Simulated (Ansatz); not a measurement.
Isomers of C2H6OSi. All species are isolated molecules in the gas phase. One relaxed conformer stands for each flexible species; it need not be the lowest. Strings in code marks are SMILES.

Quantity: electronic energy of isomers of C2H6OSi relative to `C[Si](C)=O`, in eV. The restricted reference of `COC=[SiH2]` is unstable towards unrestricted orbitals.

Case: `COC=[SiH2]` (C–O–C–Si torsion 0°). Geometry of `COC=[SiH2]` (neutral, multiplicity 1, Å):

```xyz
10

C     -1.2480    -0.6221    -0.5818
O     -0.9139     0.7532    -0.6021
C      0.2598     1.0752    -0.0170
Si     1.4621     0.1043     0.7743
H     -2.2069    -0.7266    -1.0830
H     -0.4850    -1.2073    -1.1077
H     -1.3247    -0.9802     0.4512
H      0.4332     2.1452    -0.0788
H      1.3878    -1.3531     0.9441
H      2.6355     0.8113     1.3008
```

Task: Give the electronic energy of isomers of C2H6OSi relative to `C[Si](C)=O` at the level frozen-core MP2/cc-pVTZ // B3LYP-D3(BJ)/def2-TZVP (Ansatz, a program for electronic structure).

Result: 3.42 eV.
